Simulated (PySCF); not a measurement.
# `C1=C(Cl)N(C)C(C)=C1`, C₆H₈ClN

Molfile (atoms numbered from 1):
```
C6H8ClN
     RDKit          3D

 16 16  0  0  0  0  0  0  0  0999 V2000
   -1.3445   -0.0869    0.0977 C   0  0  0  0  0  0  0  0  0  0  0  0
    0.1110   -0.3884    0.0873 C   0  0  0  0  0  0  0  0  0  0  0  0
    0.7779   -1.5965    0.0735 C   0  0  0  0  0  0  0  0  0  0  0  0
    2.1735   -1.3323    0.0699 C   0  0  0  0  0  0  0  0  0  0  0  0
    2.3030    0.0365    0.0817 C   0  0  0  0  0  0  0  0  0  0  0  0
    3.7321    0.9841    0.0837 Cl  0  0  0  0  0  0  0  0  0  0  0  0
    1.0572    0.6146    0.0924 N   0  0  0  0  0  0  0  0  0  0  0  0
    0.7648    2.0230    0.1037 C   0  0  0  0  0  0  0  0  0  0  0  0
   -1.6503    0.4767    0.9957 H   0  0  0  0  0  0  0  0  0  0  0  0
   -1.9138   -1.0255    0.0857 H   0  0  0  0  0  0  0  0  0  0  0  0
   -1.6574    0.5038   -0.7802 H   0  0  0  0  0  0  0  0  0  0  0  0
    0.3025   -2.5756    0.0670 H   0  0  0  0  0  0  0  0  0  0  0  0
    2.9930   -2.0461    0.0602 H   0  0  0  0  0  0  0  0  0  0  0  0
    0.1906    2.3152   -0.7890 H   0  0  0  0  0  0  0  0  0  0  0  0
    0.1867    2.2994    0.9989 H   0  0  0  0  0  0  0  0  0  0  0  0
    1.7078    2.5820    0.1107 H   0  0  0  0  0  0  0  0  0  0  0  0
  1  2  1  0
  2  3  2  0
  3  4  1  0
  4  5  2  0
  5  6  1  0
  5  7  1  0
  7  8  1  0
  7  2  1  0
  1  9  1  0
  1 10  1  0
  1 11  1  0
  3 12  1  0
  4 13  1  0
  8 14  1  0
  8 15  1  0
  8 16  1  0
M  END
```

Method used: PySCF 2.14.0, quadratic response B3LYP/def2-SVPD first hyperpolarisability, Taylor convention, gas phase. Geometry: PBE0-D3(BJ)/def2-SVP.

(1) What is the first hyperpolarisability, and how does it disperse?

(2) Which lowest excitations, dipole and polarisabilities go with it?

Results:

(1) In au, Taylor convention; the vector part is βᵢ = ⅓ Σⱼ (βᵢⱼⱼ + βⱼᵢⱼ + βⱼⱼᵢ); β∥ is 3/5 of the vector part along the dipole, the dipole points from − to +:
```csv
process,λ (nm),β vector norm,β∥,β HRS,depolarisation ratio
"static β(0;0,0)",∞,85.5,-50.7,35.0,5.18
"second harmonic β(−2ω;ω,ω)",1550,95.1,-56.4,39.0,5.25
"Pockels β(−ω;ω,0)",1550,88.5,-52.5,–,–
"second harmonic β(−2ω;ω,ω)",1064,107.9,-64.0,44.3,5.29
"Pockels β(−ω;ω,0)",1064,92.2,-54.6,–,–
"second harmonic β(−2ω;ω,ω)",694.3,154.8,-91.9,64.4,5.21
"Pockels β(−ω;ω,0)",694.3,102.3,-60.7,–,–
```

(2) S1 5.04 eV (f = 0.000); S2 5.31 eV (f = 0.000); S3 5.87 eV (f = 0.247); dipole 2.40 D; isotropic α 92.9 au static, 93.3 au at 1550 nm, 93.8 au at 1064 nm, 94.7 au at 775 nm, 95.2 au at 694.3 nm, 97.0 au at 532 nm, 104.1 au at 347.1 nm.
